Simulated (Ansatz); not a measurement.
The same molecule with X = O, S, Se. Ansatz, PBE0-D4/def2-TZVP geometries, multiplicity 1. Each molecule was computed in one conformer, which needn't be the lowest.

Scalar relativity is left out up to krypton.

| X | molecule | mean X–C bond length / Å | HOMO–LUMO gap (PBE0/def2-TZVPP) / eV | HOMO energy (B3LYP/def2-TZVPP) / eV | HOMO–LUMO gap (B3LYP/def2-TZVPP) / eV |
| --- | --- | --- | --- | --- | --- |
| S | `N[SiH2]C=S` | 1.612 | 3.80 | -6.28 | 3.40 |
| Se | `N[SiH2]C=[Se]` | 1.755 | 3.39 | -6.11 | 2.99 |

(1) Give the row for X = O, `N[SiH2]C=O`. (Estimate.)

Answers

(1) Computed: 
| X | molecule | mean X–C bond length / Å | HOMO–LUMO gap (PBE0/def2-TZVPP) / eV | HOMO energy (B3LYP/def2-TZVPP) / eV | HOMO–LUMO gap (B3LYP/def2-TZVPP) / eV |
| --- | --- | --- | --- | --- | --- |
| O | `N[SiH2]C=O` | 1.208 | 5.57 | -6.86 | 5.10 |

From O to Se the mean X–C bond length rises at each step, by 0.547 Å in all; the HOMO–LUMO gap (PBE0/def2-TZVPP) falls at each step, by 2.18 eV in all; the HOMO energy (B3LYP/def2-TZVPP) rises at each step, by 0.75 eV in all; the HOMO–LUMO gap (B3LYP/def2-TZVPP) falls at each step, by 2.11 eV in all. Bonds lengthen as the atom grows down the group.

B3LYP here is the variant with VWN-RPA as its local correlation; programs differ in this.

Spin–orbit coupling is left out; it splits and shifts lone-pair levels of the heavy atoms by tenths of an eV.
